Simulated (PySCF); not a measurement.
SnH4, SMILES [SnH4].

Geometry optimised at PBE0-D3(BJ)/def2-TZVPD. The isomer is the one that the SMILES or the coordinates give; other isomers of the formula were not compared. The def2 effective core potentials stand for the cores of Sn; spin–orbit coupling is left out.

All values below come from PBE0-D3(BJ)/def2-TZVPD run with PySCF 2.14.0.

Frequencies are harmonic and unscaled.

Modes within 1.5 cm⁻¹ of each other (mostly degenerate sets) share a row, with their intensities summed.

```csv
mode,ν (cm⁻¹),IR (km/mol),Raman (Å⁴/amu),depolarisation,moving atoms (share of kinetic energy)
1–3,684,434.5,6.1,0.75,H 98 %
4–5,753,0.0,48.9,0.75,H 100 %
6–9,1960,529.3,827.7,0.00,H 100 %
```
